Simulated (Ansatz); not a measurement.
The same molecule with X = S, Se, Te. Ansatz, PBE0-D4/def2-TZVP geometries, multiplicity 1.

Elements past krypton have def2 core potentials. Scalar relativity is left out up to krypton.

| X | molecule | mean X–C bond length / Å | mean X–Si bond length / Å | size of the dipole moment (ωB97M-V/def2-TZVPP) / D | LUMO energy (PBE/def2-TZVPP) / eV | HOMO energy (ωB97M-V/def2-TZVPP) / eV |
| --- | --- | --- | --- | --- | --- | --- |
| Se | `C1[SiH2][Se]1` | 2.020 | 2.225 | 1.77 | -1.37 | -8.77 |
| Te | `C1[SiH2][Te]1` | 2.226 | 2.432 | 1.51 | -1.90 | -8.21 |

Task: Give the row for X = S, `C1[SiH2]S1`. (Best estimate.)

Result: The calculation gave: 
```json
{"X": "S", "molecule": "`C1[SiH2]S1`", "mean X–C bond length / Å": "1.862", "mean X–Si bond length / Å": "2.086", "size of the dipole moment (ωB97M-V/def2-TZVPP) / D": "1.77", "LUMO energy (PBE/def2-TZVPP) / eV": "-1.22", "HOMO energy (ωB97M-V/def2-TZVPP) / eV": "-9.16"}
```

From S to Te the mean X–C bond length rises at each step, by 0.364 Å in all; the mean X–Si bond length rises at each step, by 0.346 Å in all; the LUMO energy (PBE/def2-TZVPP) falls at each step, by 0.68 eV in all; the HOMO energy (ωB97M-V/def2-TZVPP) rises at each step, by 0.95 eV in all. Bonds lengthen as the atom grows down the group. Dipoles are sizes alone, and their direction can turn along the series.

Spin–orbit coupling is left out; it splits and shifts lone-pair levels of the heavy atoms by tenths of an eV.
